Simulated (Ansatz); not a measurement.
The first iterations of a band of C2H6FNSi (11 atoms, charge 0, multiplicity 1).

Level of theory: RKS PBE-D4/6-31G* (Ansatz).

| Property | Result |
| --- | --- |
| movable images | 7 |
| climbing image | yes |
| spring | 5.0 eV/Å² |
| optimiser | quadratic models (default) |
| start path | IDPP |
| force threshold | 0.03 eV/Å |
| iteration limit | 10 |
| end points | relaxed |

Image 0:

```xyz
11
Properties=species:S:1:pos:R:3
N 0.718 0.932 1.565
C -0.455 1.019 1.033
Si -0.778 -0.059 -0.502
C 0.804 -1.060 -0.875
F 0.571 -1.853 -2.014
H 0.795 1.557 2.391
H -1.256 1.684 1.431
H -1.937 -0.980 -0.249
H -1.138 0.810 -1.672
H 1.666 -0.393 -1.064
H 1.075 -1.713 -0.024
```

Image 8:

```xyz
11
Properties=species:S:1:pos:R:3
N 0.764 1.191 1.369
C -0.349 1.251 0.722
Si -0.866 -0.312 -0.238
C 0.717 -1.237 -0.774
F 1.311 -0.520 -1.827
H 0.947 2.083 1.869
H -1.003 2.152 0.718
H -1.708 -1.177 0.662
H -1.683 0.066 -1.439
H 1.427 -1.284 0.073
H 0.509 -2.270 -1.114
```

| iteration | highest image above the first end (eV) | largest band force component (eV/Å) |
| --- | --- | --- |
| 1 | 0.145 | 1.057 |
| 2 | 0.067 | 0.424 |

Does the band converge within its limit, and where does its top end?

The forces met the threshold. It ended after 6 iterations with the highest image 0.057 eV above the first end. Another band between the same ends (7 images) ends at a top of the same energy, where a vibrational analysis finds 1 clearly imaginary mode.

The run took 2.3 min on 1 thread of Intel(R) Xeon(R) Processor @ 2.70GHz (shared host), peak memory 0.14 GiB.
